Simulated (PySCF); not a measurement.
Cd(Me)(NH2), CH5CdN, SMILES [NH2][Cd][CH3], singlet (CAM-B3LYP/def2-SVP optimised geometry):

```
8

Cd     0.016    -0.352     0.000
C     -2.075    -0.216     0.000
H     -2.503    -0.824     0.810
H     -2.486    -0.583    -0.952
H     -2.406     0.824     0.138
N      2.017    -0.352     0.000
H      2.502    -0.664    -0.838
H      2.503    -0.748     0.801
```

Calculation: CAM-B3LYP/def2-TZVP, def2 effective core potentials past Kr in PySCF.

Q: What are the frontier orbital energies and the dipole moment?

A: HOMO-2 -10.88 eV, HOMO-1 -9.14 eV, HOMO -7.77 eV, LUMO 0.62 eV, LUMO+1 0.67 eV; dipole moment 1.01 D.

On the same geometry PBE/def2-TZVP, def2 effective core potentials past Kr in PySCF gives HOMO-2 -8.07 eV, HOMO-1 -6.68 eV, HOMO -5.03 eV, LUMO -0.92 eV, LUMO+1 -0.70 eV; dipole moment 0.89 D.
